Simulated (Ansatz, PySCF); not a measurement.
H$_{3}$AlCl$_{2}$N (SMILES [NH3]->[Al]([Cl])[Cl]), doublet, geometry from GFN2-xTB (such geometries of metal compounds can be far from the true shape) (the spin is typed, not shown lowest). Base run: B3LYP/def2-SVP run with PySCF.

Geometry (Å):
```xyz
7

Al     0.4837     0.0913     0.5368
Cl     1.0714     0.9197    -1.2810
Cl    -1.5005     0.2309     1.1532
N      0.1265    -1.9842    -0.4278
H     -0.5875    -1.8120    -1.1334
H     -0.2338    -2.6809     0.2174
H      0.9428    -2.3658    -0.8962
```
Charge 0, spin multiplicity 2.
Orbitals are unrestricted.
All else is at PySCF's defaults.

The same geometry, method and basis name were run in Ansatz (a program for electronic structure) and PySCF, at each program's defaults and at the settings that a row names. The base is PySCF at its defaults. Differences at the defaults can come from grids, fitting, cores and function types together.

```csv
code and settings,ΔE vs base (µEh),basis functions,E (Eh),SCF cycles,dipole (D)
"PySCF, defaults (exact integrals, its default grid, spherical functions)",0.0,83,-1219.15727,10,5.07
"Ansatz, defaults (factorised integrals, its default grid, spherical functions)",-0.1,83,-1219.15727,-,-
"PySCF, density fitting with def2-universal-jkfit",-32.4,83,-1219.15730,10,5.07
"PySCF, fine grid",-0.3,83,-1219.15727,10,5.07
"Ansatz, high accuracy",-0.5,83,-1219.15727,-,-
```

Open shells are given as the SCF converged; they aren't shown to be the lowest states, and a large step between rows can be another state.
